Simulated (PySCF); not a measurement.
**Gas-phase XPS of `CC1[C@@H](F)O[C@@H]1F`, computed**

C₄H₆F₂O.
Structure used (GFN2-xTB), in Å, numbered top down from 1:
```
atom  x, y, z in Å
C1     1.511    0.105   -0.029
C2     0.054    0.307   -0.389
C3    -0.829   -0.951   -0.508
F4    -0.194   -2.105   -0.161
O5    -1.672   -0.509    0.526
C6    -0.912    0.652    0.754
F7    -1.646    1.777    0.532
H8     1.608   -0.594    0.798
H9     2.053   -0.294   -0.883
H10    1.954    1.057    0.255
H11   -0.064    0.984   -1.235
H12   -1.354   -1.153   -1.449
H13   -0.514    0.725    1.773
```

Computed with delta-SCF UKS SCAN, pcX-2 on the ionised atom, pcseg-1 elsewhere, spin-free X2C in PySCF 2.14.0. Vertical ΔSCF values, vacuum level as zero.

Task: Give the core binding energies atom by atom.

Result: 
```csv
atom(s),bonded to,level,binding energy (eV),above the level's lowest (eV),count
F4,C,F 1s,692.91,+0.04,1
F7,C,F 1s,692.87,0.00,1
O5,2 C,O 1s,539.21,0.00,1
C3,"F, O, C and H",C 1s,294.78,+3.53,1
C6,"F, O, C and H",C 1s,294.77,+3.52,1
C2,3 C and H,C 1s,291.51,+0.26,1
C1,C and 3 H,C 1s,291.25,0.00,1
```

Lowest listed C 1s: C1, bonded to C and 3 H. Highest, 3.53 eV above it: C3, bonded to F, O, C and H. Summing the Pauling electronegativity differences to the bonded atoms, each weighted by its formal bond order, gives -1.05 for the lowest site and +1.97 for the highest; no listed site has a larger sum than the highest. The values 294.77 and 294.78 eV lie too close for their order to be trusted.

The 2 F 1s values lie within 0.04 eV of each other; Gaussian lines of 0.5 eV full width would blend them into one maximum.

Task: Which effective nuclear charge Zeff reproduces each element's mean 1s value in the hydrogen-like formula E = 13.606 eV × Zeff²?

Result: C (Z = 6): mean 293.1 eV, Zeff = 4.64, Z − Zeff = 1.36; O (Z = 8): mean 539.2 eV, Zeff = 6.30, Z − Zeff = 1.70; F (Z = 9): mean 692.9 eV, Zeff = 7.14, Z − Zeff = 1.86. Means run over the listed sites, weighted by atom count.

Isolated species at its GFN2-xTB geometry, gas phase.
